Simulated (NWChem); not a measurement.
System: C2H10N2Zr; SMILES [NH2][Zr]([NH2])([CH3])[CH3]

The following NWChem deck was run.

```
start job
memory heap 200 mb stack 900 mb global 1100 mb
geometry units angstroms noautoz
  Zr     0.124003    -0.010400    -0.065054
  N     -0.974498    -1.503679     0.787925
  H     -0.744308    -2.181905     1.522189
  H     -1.943382    -1.681069     0.489301
  N      1.990705     0.063926     0.756134
  H      2.276164     0.636719     1.560904
  H      2.825225    -0.425212     0.407445
  C      0.177632    -0.413475    -2.271172
  H      0.577803     0.479857    -2.805959
  H     -0.832275    -0.620864    -2.691641
  H      0.824198    -1.277748    -2.544013
  C     -1.016688     1.897755     0.235713
  H     -1.000961     2.257289     1.289274
  H     -2.086781     1.806655    -0.058073
  H     -0.571507     2.703253    -0.394550
end
basis spherical
  Zr library def2-svp
  N library def2-svp
  H library def2-svp
  C library def2-svp
end
ecp
  Zr library def2-ecp
end
dft
  xc r2scan
  iterations 150
  mulliken
end
task dft energy
```

The geometry was optimised at PBE-D3(BJ)/def2-SVP. No frequency run checked for a minimum. def2 effective core potentials on Zr; no spin-orbit coupling.

Task: Predict the main results of this run. (r2SCAN/def2-SVP with def2 effective core potentials on Zr.) Quantities: energy (Ha); highest occupied level (eV); orbital gap (eV); dipole (D).

Result: The energy (Ha) comes out as -238.62. The highest occupied level (eV) comes out as -5.76 and the orbital gap (eV) comes out as 4.84. The dipole (D) comes out as 1.61.
